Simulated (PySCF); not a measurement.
Sb(Cl)5 cation (Cl5Sb), SMILES [Cl][Sb]([Cl])([Cl])([Cl])[Cl] (connectivity only; charge and spin as stated), charge +1, multiplicity 2. Atoms are numbered in the order given.

```xyz
6

Sb    -0.0526     0.1994     0.0000
Cl    -1.2694     0.2438     1.9556
Cl     0.8870     2.3144     0.0000
Cl    -0.2459    -2.4278     0.0000
Cl    -1.2694     0.2438    -1.9556
Cl     2.0556    -0.9725     0.0000
```
Charge +1, spin multiplicity 2.

Coordinates come from a B3LYP-D3(BJ)/def2-SVP optimisation. The multiplicity is an assumed one; no other spin state was optimised. The isomer is the one that the SMILES or the coordinates give; other isomers of the formula were not compared. The def2 effective core potentials stand for the cores of Sb; spin–orbit coupling is left out.

Level of theory: B3LYP-D3(BJ)/def2-SVP in PySCF 2.14.0.

Frequencies are harmonic and unscaled.

```tsv
mode	ν (cm⁻¹)	IR (km/mol)	moving atoms (share of kinetic energy)
1	44	0.0	Cl 100 %
2	73	0.8	Cl 95 %
3	107	2.5	Cl 70 %, Sb 30 %
4	126	2.8	Cl 83 %, Sb 17 %
5	136	3.0	Cl 89 %, Sb 11 %
6	139	9.9	Cl 80 %, Sb 20 %
7	170	3.4	Cl 98 %
8	209	12.8	Cl 91 %, Sb 9 %
9	332	5.7	Cl 95 %
10	387	32.7	Cl 78 %, Sb 22 %
11	402	26.1	Cl 75 %, Sb 25 %
12	419	34.3	Cl 70 %, Sb 30 %
```
